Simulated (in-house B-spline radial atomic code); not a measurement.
**HSE06 excitations of neutral zinc**

Method: HSE06. Computed with a B-spline radial code for spherical atoms: linear response of the closed shell [Ar] 3d10 4s2 with the functional's adiabatic kernel; non-relativistic, point nucleus, no spin-orbit coupling, no double excitations, S, P, D and F terms only; shells from n = 2 respond. Only terms of natural parity with L up to 3 were computed.

Without relativity these are model numbers for so heavy an element.

Command:
```bash
python run_td.py task.json out
```
Settings (radii: box in bohr, nucleus in fm):
```
Z                        30
electrons                30
configuration            [Ar] 3d10 4s2
hamiltonian              nr
method                   hse06
box_radius               75
intervals                59
```

Time taken, with all properties: 2 s on 1 thread of Intel(R) Xeon(R) Platinum 8259CL CPU @ 2.50GHz (Skylake/Cascade Lake), with other jobs on the host.

The lowest states, in the order of their Tamm-Dancoff energies; the method's threshold (minus the highest occupied level) is 6.231 eV. Labels give the largest channel, * marks a mixed state, and oscillator strengths are full-response dipole values. Measured ¹D terms are left out, since they can mix with doubly excited terms. Semilocal kernels can invert the small singlet-triplet splittings of Rydberg terms. Energies in eV:

| state | full response | Tamm-Dancoff | oscillator strength | measured (J-weighted term) |
| --- | --- | --- | --- | --- |
| 4s → 4p 3P | ? | ? | - | ? |
| 4s → 4p 1P | ? | ? | ? | ? |
| 4s → 5s 3S | 5.924 | 5.930 | - | 6.654 |

Question: Where does 4s → 4p 1P lie?

Answer: At 5.390 eV in full response, 5.553 eV in Tamm-Dancoff, oscillator strength 1.34; measured 5.796 eV.

Question: Where does 4s → 4p 3P lie?

Answer: At 3.614 eV in full response, 3.764 eV in Tamm-Dancoff; measured 4.054 eV.

Question: How large is the singlet-triplet splitting of 4s → 4p (P terms) in Tamm-Dancoff?

Answer: 1.79 eV, from the unrounded values.

Question: What polarisabilities and dispersion coefficient does the method give?

Answer: Dipole 42.42 bohr³, quadrupole 356.3 bohr⁵, C6 316.5 hartree·bohr⁶ for two such species. Recommended dipole value: 38.67 ± 0.3 bohr³ (Schwerdtfeger and Nagle, table of static dipole polarizabilities (2023 update)), which includes relativity and correlation.
